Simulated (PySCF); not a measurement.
**A survey of ³³S NMR shifts**

PySCF 2.14 calculation with shielding tensors at PBE0/pcSseg-1 (GIAO) and coordinates at the GFN2-xTB level; relativity neglected, averaged over atoms made equivalent by symmetry, fast rotation or ring inversion, gas phase, a single conformation.

Shieldings were converted by a linear fit to measured shifts: ³³S: δ = 158.28 − 0.937σ (rms 33.3 ppm, 20 shifts vs sulfate, solution or neat liquid). A few per cent of atoms miss by over 2 rms, more outside the fitted compound classes.

(1) Give the ³³S shifts of `CSc1ccc2cnnn2c1`, `CP1(=O)CCSCC1`, `CCC#C[Si@@H](O)SCC=O`, `CCO[Si@@H](O)c1cccs1`, `O=P1(C[SiH3])CCSCC1`.

(2) Match the shifts 583, -74, -122, -274, -421 ppm to `CSC1=CC(=O)[C@]1(C)O[SiH3]`, `C[SiH2]SC1=C(OC(C)=O)C1`, `O=COc1cncs1`, `CC(=S)C[C@H]1OCC(=O)[SiH2]1`, `C=C1C[C@H](C(=O)O[SiH2]C)S1`.

Results:

(1) 
```
            compound             environment  δ (ppm)
     CSc1ccc2cnnn2c1          sulfide sulfur     -311
       CP1(=O)CCSCC1          sulfide sulfur     -291
CCC#C[Si@@H](O)SCC=O  sulfur bonded to C, Si     -383
CCO[Si@@H](O)c1cccs1    aromatic ring sulfur      -85
 O=P1(C[SiH3])CCSCC1          sulfide sulfur     -290
```

(2) 583: CC(=S)C[C@H]1OCC(=O)[SiH2]1 (thione sulfur); -74: O=COc1cncs1 (aromatic ring sulfur); -122: C=C1C[C@H](C(=O)O[SiH2]C)S1 (sulfide sulfur); -274: CSC1=CC(=O)[C@]1(C)O[SiH3] (sulfide sulfur); -421: C[SiH2]SC1=C(OC(C)=O)C1 (sulfur bonded to C, Si).
